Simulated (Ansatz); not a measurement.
Coupled-cluster run, CH$_{2}$BBrFN, SMILES `C=NB(F)Br`.

```yaml
crystal:
  periodic: [false, false, false]
  atoms:
    - {symbol: C, position_ang: [0.302908, -0.225877, 1.284513]}
    - {symbol: N, position_ang: [-0.284163, -0.041770, 0.205004]}
    - {symbol: B, position_ang: [-0.353171, 0.051731, -1.167005]}
    - {symbol: F, position_ang: [-0.747233, -0.969770, -1.912995]}
    - {symbol: Br, position_ang: [0.005764, 1.736087, -2.031246]}
    - {symbol: H, position_ang: [-0.226839, -0.121879, 2.236298]}
    - {symbol: H, position_ang: [1.363933, -0.496524, 1.339830]}
basis:
  gaussian: {orbitals: def2-SVP}
correlation: {method: ccsd_t}
```

```sh
$ ansatz run in.yaml --threads 4 --pin off --events-out ev --progress --plain
```

Output of Ansatz, abridged:

```
Functional definition: HF
962 factors; integrals over basis functions are off by at most 1.5e-3 eV
mean field evaluation 1: about -75907.5288 eV, gradient 3.3e1 eV
mean field evaluation 2: about -75907.6051 eV, gradient 3.3e1 eV
mean field evaluation 4: about -75910.0327 eV, gradient 2.9e0 eV
mean field evaluation 8: about -75910.0700 eV, gradient 5.0e-4 eV
mean field -75910.06996133 eV, -2789.6436173855 hartree, gradient 4.6e-6 eV, S^2 0.000000; 0 other end points of the search recorded, 0 dependent functions left out
13 core orbitals not correlated: weight in the atoms' cores, before any rotation towards them, 1.000 or more for the frozen orbitals, at most 0.000 for the correlated occupied ones
reference -75910.06996133 eV, -2789.6436173855 hartree; 19, 19 occupied and 66, 66 virtual orbitals, 962 factors
second order -21.23214084 eV of doubles, -0.00000000 eV of singles
cycle   1  -21.22026425 eV  change    1.2e-2 eV  update   1.0e-1
cycle   2  -21.72243478 eV  change   -5.0e-1 eV  update   3.1e-2
cycle   3  -21.84347089 eV  change   -1.2e-1 eV  update   1.7e-2
cycle   4  -21.83438255 eV  change    9.1e-3 eV  update   4.9e-3
cycle   5  -21.83244259 eV  change    1.9e-3 eV  update   2.1e-3
cycle   6  -21.83377242 eV  change   -1.3e-3 eV  update   6.8e-4
cycle   7  -21.83354361 eV  change    2.3e-4 eV  update   2.7e-4
cycle   8  -21.83337427 eV  change    1.7e-4 eV  update   1.0e-4
cycle   9  -21.83341918 eV  change   -4.5e-5 eV  update   4.5e-5
cycle  10  -21.83342431 eV  change   -5.1e-6 eV  update   1.6e-5
perturbative correction -0.61384280 eV, -0.0225583067 hartree
Total energy: -75932.51722844 eV, -2790.4685392364 hartree
```

It took 5.5 s on 4 threads of a server CPU on a shared host, with 0.41 GiB of host memory at the peak.

Correlation energy per correlated electron: -0.591 eV. T1 diagnostic: 0.0122.
